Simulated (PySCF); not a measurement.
VOF2, SMILES [O]=[V]([F])[F] (connectivity only; charge and spin as stated), neutral, multiplicity 2.

Geometry: PBE0-D3(BJ)/def2-SVP. The multiplicity is an assumed one; other spin states were not compared. The isomer is the one that the SMILES or the coordinates give; other isomers of the formula were not compared.

Two levels are set side by side: PBE/def2-TZVPD (PySCF) and M06-2X/def2-TZVPD (PySCF). Same geometry, gas phase. Differences are taken from unrounded values.

| quantity | M06-2X | PBE | PBE minus M06-2X |
|---|---|---|---|
| α-spin orbital gap (eV) | 8.33 | 1.10 | -7.23 |
| β-spin orbital gap (eV) | 8.63 | 4.42 | -4.21 |
| dipole moment (D) | 1.49 | 1.16 | -0.34 |
| mean polarisability (bohr³) | 31.1 | 36.4 | 5.2 |

Loosely held outer electrons make PBE densities more polarisable. Differences between two approximate levels are no errors against the true value.

Rough cost on one machine, each run with all the roots and properties that it gave: M06-2X against PBE within a factor of 2.
